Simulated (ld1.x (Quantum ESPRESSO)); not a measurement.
**Which change was made? (Sc, TM semilocal)**

scandium, norm-conserving Troullier–Martins (semilocal form), made with ld1.x (Quantum ESPRESSO) 7.5 (BLYP, non-relativistic). Core [Ar], reference 3d1 4s1.5 4p0.5. Waves: 4s (bound): rc 2.15 bohr; 3d (bound): rc 1.85 bohr; 4p (bound): rc 4.20 bohr. Local part: the p channel. Core correction: a·sin(br)/r model core inside 1.65 bohr.

Cutoffs, loose and tight: the cutoffs (Ry, on a coarse ladder) from which the occupation-weighted sum of valence levels, in a spherical-Bessel basis at the reference potential, stays within 10 and 1 mRy of its value at 400 Ry. They do not see the model core or the augmentation charge, which bear on the density cutoff. Test errors are all-electron minus pseudo excitation energies from the reference, over the configurations 3d1 4s2 4p0; 3d1 4s1 4p0; 3d1 4s0 4p0; 3d2 4s0 4p0; 3d1 4s0 4p2; 3d2 4s1 4p0; 3d0 4s2 4p0; variants that change the core or the reference have their own tests. The largest error is taken over the tests solved by every variant that gives reliable tests at all, those not shown here included: 3d1 4s0 4p0; 3d1 4s0 4p2; 3d1 4s1 4p0; 3d1 4s2 4p0; 3d2 4s0 4p0; 3d2 4s1 4p0.

The base gives: outcome: generated; cutoff, loose: 50 Ry; cutoff, tight: 70 Ry; bound ghosts: none; largest test error (meV): -156.

Question: After one change the result is: outcome: generated; cutoff, loose: 80 Ry; cutoff, tight: 100 Ry; bound ghosts: s; largest test error (meV): +62. Which change was it?
A. all radii but the core radius scaled by about 0.88 (s 1.88, p 3.68, d 1.62 bohr)
B. all radii but the core radius scaled by about 0.79 (s 1.68, p 3.30, d 1.46 bohr)
C. all radii but the core radius scaled by about 1.28 (s 2.76, p 5.38, d 2.38 bohr)

Answer: B. The others give: all radii but the core radius scaled by about 0.88 (s 1.88, p 3.68, d 1.62 bohr) → outcome: generated; cutoff, loose: 60 Ry; cutoff, tight: 80 Ry; bound ghosts: none; largest test error (meV): -104 | all radii but the core radius scaled by about 1.28 (s 2.76, p 5.38, d 2.38 bohr) → outcome: generated; cutoff, loose: 35 Ry; cutoff, tight: 45 Ry; bound ghosts: none; largest test error (meV): -163.
